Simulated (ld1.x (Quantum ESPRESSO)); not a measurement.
**What one change does to a pseudopotential (bromine (Br), TM)**

| Item | Value |
| --- | --- |
| Element | bromine |
| Generator | ld1.x (Quantum ESPRESSO) 7.5 |
| Type | norm-conserving Troullier–Martins (Kleinman–Bylander form) |
| Functional | PBE |
| Relativity | scalar-relativistic |
| Frozen core | [Ar] 3d10 |
| Valence charge | 7 |
| Reference configuration | 4s2 4p5 |
| Partial waves | 4s (bound): rc 1.40 bohr; 4p (bound): rc 1.45 bohr; 4d channel at 0.25 Ry: rc 1.10 bohr |
| Local potential | all-electron potential smoothed inside 0.90 bohr (lloc = -1) |
| Core correction | a·sin(br)/r model core inside 0.70 bohr |

All-electron outer shells of the reference configuration (PBE, scalar-relativistic, ld1.x):

```
shell  level (eV)  outermost node (bohr)  outermost maximum (bohr)
   3p     -173.49                   0.21                      0.48
   3d      -66.72                      –                      0.43
   4s      -20.13                   0.67                      1.41
   4p       -7.86                   0.70                      1.66
```

Change: functional PW91.

Cutoffs: the cutoffs (Ry, on a coarse ladder) from which the occupation-weighted sum of valence levels, in a spherical-Bessel basis at the reference potential, stays within 10 and 1 mRy of its value at 400 Ry; they do not see the model core or the augmentation charge, which bear on the density cutoff. Errors are all-electron minus pseudo energies relative to the spin-unpolarised reference configuration.

Task: Predict the effect on cutoff, ghosts and configuration errors.

Result: The potential gets neither clearly harder nor softer (45 Ry and 70 Ry → 45 Ry and 70 Ry); both files keep a bound ghost (d, s); the errors of the 7 common tests hardly move.

```csv
quantity,base,changed
"cutoff, loose",45 Ry,45 Ry
"cutoff, tight",70 Ry,70 Ry
bound ghosts,"d, s","d, s"
"error for 4s2 4p4, meV [ΔE 12.55 → 12.61 eV]",+3.5,+3.5
"error for 4s2 4p3, meV [ΔE 35.31 → 35.44 eV]",+19,+19
"error for 4s2 4p2, meV [ΔE 69.30 → 69.52 eV]",+37,+37
"error for 4s2 4p5.3, meV [ΔE -1.96 → -1.98 eV]",+0.7,+0.7
"error for 4s2 4p1, meV [ΔE 115.32 → 115.66 eV]",+10,+11
"error for 4s2 4p4.5, meV [ΔE 5.07 → 5.10 eV]",+0.3,+0.4
"error for 4s1 4p6, meV [ΔE 12.37 → 12.39 eV]",-2.1,-1.9
s: phases at 1.61 bohr within 0.05 rad from the reference energy up to (Ry; the scan ends near 5),to the end of the scan,to the end of the scan
p: phases at 1.61 bohr within 0.05 rad from the reference energy up to (Ry; the scan ends near 5),0.9,0.9
d: phases at 1.61 bohr within 0.05 rad from the reference energy up to (Ry; the scan ends near 5),1.5,1.5
```

 A true bound ghost makes a file unfit for plane-wave use even where its test errors are small: the radial tests pick states by their node count and pass the ghost by.
